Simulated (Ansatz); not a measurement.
`O[C]1([SiH3])[AlH][Te]1`, charge 0, multiplicity 1.

Question: Give a relaxed structure at PBE0-D4/def2-TZVP (Ansatz 0.2.0). (Best estimate.)

Answer: The calculation gave: 
Cartesian coordinates in Å:
```
O -1.781 -0.266 0.238
C -0.490 0.051 -0.093
Si 0.741 -0.792 1.046
Al 0.160 1.449 -1.293
Te 0.203 -0.757 -2.303
H -2.407 0.253 -0.278
H 0.446 -0.395 2.453
H 2.088 -0.279 0.681
H 0.717 -2.275 0.954
H 0.323 3.011 -1.407
```
This is one stationary point; other conformers may exist.
